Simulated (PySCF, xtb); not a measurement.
CH3FSTe, SMILES CS[Te]F.

GFN2-xTB in xtb at its own geometry gives an orbital gap of 3.11 eV and a dipole moment of 3.57 D.

Coordinates come from a B3LYP-D3(BJ)/def2-SVP optimisation. The def2 effective core potentials stand for the cores of Te; spin–orbit coupling is left out. Other conformers were not sampled.

Question: What does CAM-B3LYP/def2-TZVP (PySCF) give? (An estimate is asked for; the answer gives what the named calculation found.)

Answer: gap 6.65 eV (levels -7.86 and -1.21 eV), dipole 3.02 D.
